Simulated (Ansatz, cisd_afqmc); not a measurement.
Species: HSe₂, charge 0, doublet. HSe2 (SMILES [Se][SeH], doublet).
B3LYP-D3(BJ)/def2-TZVP minimum from Ansatz (a program for electronic structure):
```xyz
3

Se     0.8221    -0.0735     0.8079
Se    -0.8133     0.0389    -0.7619
H     -0.2996     1.1757    -1.5638
```
Charge 0, spin multiplicity 2.

Atomisation energy term by term, kcal/mol (programs: Ansatz, cisd_afqmc). Open shells are spin-unrestricted; no spin-orbit coupling. Cores are frozen in correlated methods (noble-gas shells, and filled d and f shells in the p block). No relativity. The Monte Carlo rows (phaseless AFQMC, CISD trial, step 0.005/hartree) carry one-sigma bars that omit the constraint's bias. Outlying blocks are dropped, and bars are widened where a walk drifts. Over all cases where full CI ran beside it in this data, AFQMC minus full CI had a median of +0.1 mEh and passed +0.4 mEh in a tenth of the cases. CBS(X,Y): correlation extrapolated as X^-3, Hartree-Fock from the larger set (Q,5: extrapolated as (X+1)exp(-9√X)). A bracket is a step between two methods taken in the basis named. For partners of very few electrons the exact lower level stands in for a higher one.

```tsv
term	basis	kcal/mol
Hartree-Fock	CBS(cc-pVQZ,cc-pV5Z)	78.01
CCSD correlation	CBS(cc-pVQZ,cc-pV5Z)	56.72
(T)	CBS(cc-pVQZ,cc-pV5Z)	5.78
CCSDT(Q) - CCSD(T)	cc-pVTZ	0.55
CCSDTQ - CCSDT(Q)	cc-pVDZ	-0.04
sum: De		141.0
```

The step beyond CCSD(T) by other levels: CCSDTQ in cc-pVDZ 0.60; AFQMC/CISD in cc-pVDZ 0.12 ± 0.17; CCSDT(Q) in cc-pVDZ 0.64; AFQMC/CISD in cc-pVTZ 0.38 ± 0.25 kcal/mol.
